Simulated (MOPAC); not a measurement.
MOPAC input (MNDO):

```
MNDO PRECISE GNORM=0.05 LET XYZ UHF MS=0.5 GEO-OK AUX(PRECISION=9) THREADS=1
Br2FGe

F    -0.13415100 1    2.11606900 1   -0.25816300 1
Ge   -0.02231500 1    0.55614900 1    0.52217800 1
Br    1.96421300 1   -0.40870500 1   -0.24800300 1
Br   -1.90931500 1   -0.64390700 1   -0.16303200 1
```

Output:

```
 *******************************************************************************
 **                                                                           **
 **                              MOPAC v23.2.5                                **
 **                                                                           **
 *******************************************************************************
 ** MOPAC's Digital Object Identifier: https://doi.org/10.5281/zenodo.6511958 **
 **                                                                           **
 ** Please cite the open-source release paper for use of this MOPAC version:  **
 ** J. E. Moussa and J. J. P. Stewart (2026)                                  **
 ** MOPAC: An open-source semiempirical molecular orbital program             **
 ** J. Open Source Softw., 11(119), 8025, https://doi.org/10.21105/joss.08025 **
 *******************************************************************************

                              MNDO CALCULATION RESULTS

 *******************************************************************************
 *  MNDO       - The MNDO Hamiltonian to be used
 *  GEO-OK     - OVERRIDE INTERATOMIC DISTANCE AND OTHER SAFETY CHECKS
 *  UHF        - UNRESTRICTED HARTREE-FOCK CALCULATION
 *  MS=        - IN MECI, MAGNETIC COMPONENT OF SPIN =  0.5
 *  LET        - OVERRIDE SOME SAFETY CHECKS
 *  PRECISE    - TIGHTER CRITERIA TO BE USED
 *  XYZ        - CARTESIAN COORDINATE SYSTEM TO BE USED
 *  GNORM      - EXIT WHEN GRADIENT NORM DROPS BELOW 0.050
 *  AUX        - OUTPUT AUXILIARY INFORMATION
 *******************************************************************************
MNDO PRECISE GNORM=0.05 LET XYZ UHF MS=0.5 GEO-OK AUX(PRECISION=9) THREADS=1
 Br2FGe

   ATOM   CHEMICAL          X               Y               Z
  NUMBER   SYMBOL      (ANGSTROMS)     (ANGSTROMS)     (ANGSTROMS)

     1       F         -0.13415100  *   2.11606900  *  -0.25816300  *
     2      Ge         -0.02231500  *   0.55614900  *   0.52217800  *
     3      Br          1.96421300  *  -0.40870500  *  -0.24800300  *
     4      Br         -1.90931500  *  -0.64390700  *  -0.16303200  *

          CARTESIAN COORDINATES

    NO.       ATOM           X           Y           Z

     1         F         -0.1342      2.1161     -0.2582
     2        Ge         -0.0223      0.5561      0.5222
     3        Br          1.9642     -0.4087     -0.2480
     4        Br         -1.9093     -0.6439     -0.1630

  F: (MNDO): M.J.S. DEWAR, H.S. RZEPA, J. AM. CHEM. SOC., 100, 777, (1978)
 Ge: (MNDO): M.J.S.DEWAR, G.L.GRADY, E.F.HEALY,ORGANOMETALLICS 6 186-189 (1987)
 Br: (MNDO): M.J.S.DEWAR, E.F. HEALY, J. COMP. CHEM., 4, 542, (1983)

           Empirical Formula: F Ge Br2  =     4 atoms

      MOLECULAR POINT GROUP   :   Cs

          UHF CALCULATION, NO. OF ALPHA ELECTRONS =   13
                           NO. OF BETA  ELECTRONS =   12

          Geometry optimization using EF

          DIAGONAL MATRIX USED AS START HESSIAN

 CYCLE:     1  GRAD.:    47.931 HEAT: -77.28478
 CYCLE:     2  GRAD.:   418.742 HEAT: -50.14743
 CYCLE:     3  GRAD.:    17.992 HEAT: -78.40898
 CYCLE:     4  GRAD.:     7.700 HEAT: -78.57459
 CYCLE:     5  GRAD.:     3.736 HEAT: -78.63470
 CYCLE:     6  GRAD.:     1.044 HEAT: -78.64427
 CYCLE:     7  GRAD.:     0.418 HEAT: -78.64561
 CYCLE:     8  GRAD.:     0.702 HEAT: -78.64709
 CYCLE:     9  GRAD.:     0.587 HEAT: -78.64766
 CYCLE:    10  GRAD.:     0.158 HEAT: -78.64785
 CYCLE:    11  GRAD.:     0.228 HEAT: -78.64785
 CYCLE:    12  GRAD.:     0.038 HEAT: -78.64789

     GRADIENT =  0.03819 IS LESS THAN CUTOFF =  0.05000

 -------------------------------------------------------------------------------
 MNDO PRECISE GNORM=0.05 LET XYZ UHF MS=0.5 GEO-OK AUX(PRECISION=9) THREADS=1
 Br2FGe

     GEOMETRY OPTIMISED USING EIGENVECTOR FOLLOWING (EF).
     SCF FIELD WAS ACHIEVED

                              MNDO CALCULATION
                                                       MOPAC v23.2.5 Linux

          FINAL HEAT OF FORMATION =        -78.64789 KCAL/MOL =    -329.06277 KJ/MOL

          COSMO AREA              =        132.12 SQUARE ANGSTROMS
          COSMO VOLUME            =        124.16 CUBIC ANGSTROMS

          GRADIENT NORM           =          0.03819          =       0.01910 PER ATOM
          IONIZATION POTENTIAL    =         10.230869 EV
          ALPHA SOMO LUMO (EV)    =        -10.231 -1.614
          BETA  SOMO LUMO (EV)    =        -11.713 -2.133
          NO. OF ALPHA ELECTRONS  =         13
          NO. OF BETA  ELECTRONS  =         12
          MOLECULAR WEIGHT        =        251.3964         POINT GROUP:  Cs

          MOLECULAR DIMENSIONS (Angstroms)

            Atom       Atom       Distance
           Br     4   Br     3     3.95671
           Br     3    F     1     2.68079
            F     1   Ge     2     0.62188

          SCF CALCULATIONS        =         13

   ATOM   CHEMICAL          X               Y               Z
  NUMBER   SYMBOL      (ANGSTROMS)     (ANGSTROMS)     (ANGSTROMS)

     1       F         -0.13409331  *   2.14206405  *  -0.18354659  *
     2      Ge         -0.02429059  *   0.55856548  *   0.43811921  *
     3      Br          2.00261954  *  -0.41391471  *  -0.22695512  *
     4      Br         -1.94586667  *  -0.65367601  *  -0.14034440  *

                             CARTESIAN COORDINATES

   1    F       -0.134093308     2.142064052    -0.183546594
   2   Ge       -0.024290591     0.558565478     0.438119210
   3   Br        2.002619543    -0.413914715    -0.226955118
   4   Br       -1.945866671    -0.653676009    -0.140344403

           Empirical Formula: F Ge Br2  =     4 atoms

      MOLECULAR POINT GROUP   :   Cs

          ALPHA EIGENVALUES
 -43.38751 -25.26808 -24.95782 -16.96508 -16.32586 -16.29551 -15.61906 -13.35516
 -12.18212 -11.96784 -11.91202 -11.80069 -10.23087  -1.61384  -1.39363   1.66873

           BETA EIGENVALUES
 -43.30561 -24.93511 -24.64276 -16.95295 -16.29448 -16.13847 -14.64352 -12.87965
 -11.97362 -11.88400 -11.79039 -11.71304  -2.13349  -1.17742  -0.43128   2.14764

              NET ATOMIC CHARGES AND DIPOLE CONTRIBUTIONS

  ATOM NO.   TYPE          CHARGE      No. of ELECS.   s-Pop       p-Pop
    1          F          -0.514502        7.5145     1.87616     5.63834
    2         Ge           1.457617        2.5424     1.14766     1.39472
    3         Br          -0.471555        7.4716     1.99349     5.47806
    4         Br          -0.471560        7.4716     1.99349     5.47807
 DIPOLE           X         Y         Z       TOTAL
 POINT-CHG.     0.033     1.035     4.353     4.474
 HYBRID        -0.077     0.752    -1.431     1.619
 SUM           -0.044     1.787     2.922     3.425

          ATOMIC ORBITAL ELECTRON POPULATIONS

     Atom    s        px        py        pz
    1  F   1.87616   1.95545   1.76543   1.91746
    2 Ge   1.14766   0.47312   0.42839   0.49321
    3 Br   1.99349   1.62666   1.90707   1.94434
    4 Br   1.99349   1.66376   1.86114   1.95316

                    (SZ)    =    0.500000
                    (S**2)  =    0.756790

          ATOMIC ORBITAL SPIN POPULATIONS

    Atom   Total    s     px     py     pz
         Atomic
    1  F  0.0030  0.007 -0.006 -0.011  0.012
    2 Ge  0.7507  0.444 -0.027  0.001  0.333
    3 Br  0.1232  0.002  0.070  0.015  0.036
    4 Br  0.1232  0.002  0.066  0.024  0.031

 **********************
 *                    *
 * JOB ENDED NORMALLY *
 *                    *
 **********************

 == MOPAC DONE ==
```

The geometry given is a B3LYP-D3(BJ)/def2-TZVP minimum.
